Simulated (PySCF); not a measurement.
CH5FGaNO.

```xyz
10

Ga    -0.2173     0.1985     0.2101
F     -1.8896     0.4112     0.6842
O      0.0602    -1.0537    -1.0222
C      1.3318    -1.3796    -1.5298
H      1.2520    -2.3119    -2.1145
H      1.7299    -0.5988    -2.2074
H      2.0870    -1.5520    -0.7374
N      1.0546     1.1648     1.0522
H      0.8108     1.9363     1.6635
H      2.0093     1.2242     0.7174
```
Charge 0, spin multiplicity 1.

Coordinates come from a B3LYP-D3(BJ)/def2-SVP optimisation. The structure was generated by enumeration; whether it is a known compound was not checked. Other conformers were not sampled.

The numbers are results of KT2/pcSseg-1 (PySCF), not measurements. Non-relativistic, no solvent.

Computed absolute GIAO shielding of each atom: isotropic value and principal components (ppm):
```tsv
atom	σ(iso)	σ11	σ22	σ33	span
Ga1	1479.3	1262.4	1472.1	1703.4	441.0
F2	346.9	261.9	353.1	425.7	163.8
O3	272.8	163.1	301.8	353.6	190.5
C4	124.5	93.9	96.2	183.4	89.5
H5	27.2	23.2	24.4	33.9	10.8
H6	27.0	22.9	24.4	33.8	11.0
H7	27.1	22.5	24.9	33.8	11.3
N8	247.1	230.6	235.0	275.8	45.3
H9	30.1	22.7	25.2	42.3	19.6
H10	29.9	22.3	26.1	41.5	19.2
```
